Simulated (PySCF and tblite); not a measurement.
Results of a calculation; reference values are marked as such.
3 regioisomers of C9H16:

```csv
isomer,SMILES
A,[CH3:1][CH2:2][C@@H:3]1[CH2:4][CH2:5][C:6]2([CH2:7][CH2:8]2)[CH2:9]1
B,[CH3:1][CH2:2][C@@H:3]1[CH2:4][C:5]12[CH2:6][CH2:7][CH2:8][CH2:9]2
C,[CH3:1][CH2:2][C@@H:3]1[CH2:4][CH2:5][CH2:6][C:7]12[CH2:8][CH2:9]2
```

Each isomer is a Boltzmann average at 298.15 K over at most 3 conformers: GFN2-xTB geometries, energies B3LYP/def2-SVP (IEF-PCM, benzene) (D3(BJ) added where defined), GIAO shieldings WP04/pcSseg-1 (IEF-PCM, benzene), GFN2-xTB thermal terms. Programs: PySCF with density fitting and tblite.

Q: What shifts does each isomer give (ppm; of two unlike H on one atom, a is the less shielded)?

A: 
A: ¹H (against TMS): 1.80 (H5a, 1H), 1.77 (H4a, 1H), 1.77 (H3, 1H), 1.56 (H9a, 1H), 1.43 (H5b, 1H), 1.39 (H9b, 1H), 1.33 (H4b, 1H), 1.32 (H2a, 1H), 1.31 (H2b, 1H), 0.97 (H1, 3H), 0.48 (H8a, 1H), 0.48 (H7a, 1H), 0.39 (H7b, 1H), 0.38 (H8b, 1H). ¹³C (against TMS): 49.5 (C3), 47.5 (C9), 41.7 (C5), 39.4 (C4), 34.6 (C2), 25.1 (C6), 18.6 (C8), 18.0 (C7), 17.5 (C1).

B: ¹H (against TMS): 1.78 (H9a, 1H), 1.71 (H6a, 1H), 1.71 (H8a, 1H), 1.68 (H7a, 1H), 1.62 (H8b, 1H), 1.54 (H7b, 1H), 1.46 (H6b, 1H), 1.26 (H9b, 1H), 1.22 (H2a, 1H), 1.21 (H2b, 1H), 1.07 (H1, 3H), 0.61 (H3, 1H), 0.45 (H4a, 1H), 0.12 (H4b, 1H). ¹³C (against TMS): 42.8 (C6), 37.6 (C9), 33.5 (C8), 33.4 (C7), 31.4 (C3), 30.5 (C2), 29.9 (C5), 23.4 (C4), 18.2 (C1).

C: ¹H (against TMS): 1.87 (H4a, 1H), 1.82 (H6a, 1H), 1.68 (H5a, 1H), 1.68 (H5b, 1H), 1.46 (H3, 1H), 1.39 (H4b, 1H), 1.30 (H6b, 1H), 1.15 (H2a, 1H), 1.07 (H2b, 1H), 0.92 (H1, 3H), 0.59 (H8a, 1H), 0.45 (H9a, 1H), 0.33 (H9b, 1H), 0.29 (H8b, 1H). ¹³C (against TMS): 51.9 (C3), 42.1 (C6), 37.3 (C4), 31.3 (C2), 30.9 (C5), 30.2 (C7), 19.6 (C9), 16.0 (C1), 12.0 (C8).

The conformer set may be incomplete (the search or the number kept was capped). Shifts are unscaled: against experiment ¹³C can be off by 15 ppm or more and ¹H by 0.8 ppm.
